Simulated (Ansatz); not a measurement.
Ag2H3⁻ (the lowest singlet isomer of a short search), 5 atoms. Hardware: 4 threads of Arm Neoverse V1 on a shared host.

In the def2 sets Ag takes a core potential; there is no spin–orbit coupling. Correlated methods freeze no core orbitals; core or outer-core shells of Ag are correlated, in sets that lack core-valence functions.

**Question.** How many basis functions does each of these Ansatz runs have, and roughly what does it cost? revPBE-D4/def2-TZVPD, charge -1 triplet, energy, from earlier orbitals; PBE with 50 % exact exchange/def2-TZVPD, charge -1 quintet, energy, from earlier orbitals; PBE-D4/def2-TZVPD, charge -1 singlet, energy and forces, from earlier orbitals; LDA (SPW92)/def2-TZVPD, charge -1 singlet, energy, from earlier orbitals; revPBE-D4/def2-TZVPD, charge -1 quintet, energy, from earlier orbitals; PBE with 15 % exact exchange/def2-TZVPD, charge -1 singlet, energy, from earlier orbitals; PBE-D4/def2-TZVPD, charge 0 doublet at the geometry of the charge -1 singlet, energy, from earlier orbitals; PBE-D4/def2-SVPD, charge -1 singlet, energy, from earlier orbitals; RPA@PBE/def2-TZVPD, charge -1 singlet, energy, from earlier orbitals; LC-ωPBE/def2-TZVPD, charge -1 quintet, energy, from earlier orbitals; r2SCANh-D4/def2-TZVPD, charge -1 triplet, energy, from earlier orbitals; PBE with 10 % exact exchange/def2-TZVPD, charge -1 triplet, energy, from earlier orbitals.

**Answer.** Other jobs shared the machine, so times can vary by a factor of up to 3. A dash marks memory too small to be measured apart from the calling script's.

```
                                                                                                        run  functions  fitting or Cholesky vectors  wall time  peak host memory (GiB)
                                   LDA (SPW92)/def2-TZVPD, charge -1 singlet, energy, from earlier orbitals        107                          859      0.5 s                       –
                                         PBE-D4/def2-SVPD, charge -1 singlet, energy, from earlier orbitals         92                          752     0.75 s                       –
                  PBE with 15 % exact exchange/def2-TZVPD, charge -1 singlet, energy, from earlier orbitals        107                          859     0.85 s                       –
                             PBE-D4/def2-TZVPD, charge -1 singlet, energy and forces, from earlier orbitals        107                          859      0.9 s                       –
                                     revPBE-D4/def2-TZVPD, charge -1 triplet, energy, from earlier orbitals        107                          859      1.6 s                       –
PBE-D4/def2-TZVPD, charge 0 doublet at the geometry of the charge -1 singlet, energy, from earlier orbitals        107                          859      1.6 s                       –
                                     revPBE-D4/def2-TZVPD, charge -1 quintet, energy, from earlier orbitals        107                          859      1.7 s                       –
                                       RPA@PBE/def2-TZVPD, charge -1 singlet, energy, from earlier orbitals        107                         1008      1.7 s                       –
                  PBE with 10 % exact exchange/def2-TZVPD, charge -1 triplet, energy, from earlier orbitals        107                          859      1.8 s                       –
                  PBE with 50 % exact exchange/def2-TZVPD, charge -1 quintet, energy, from earlier orbitals        107                         1031      1.9 s                       –
                                       LC-ωPBE/def2-TZVPD, charge -1 quintet, energy, from earlier orbitals        107                          859      2.1 s                       –
                                    r2SCANh-D4/def2-TZVPD, charge -1 triplet, energy, from earlier orbitals        107                          859      4.2 s                       –
```
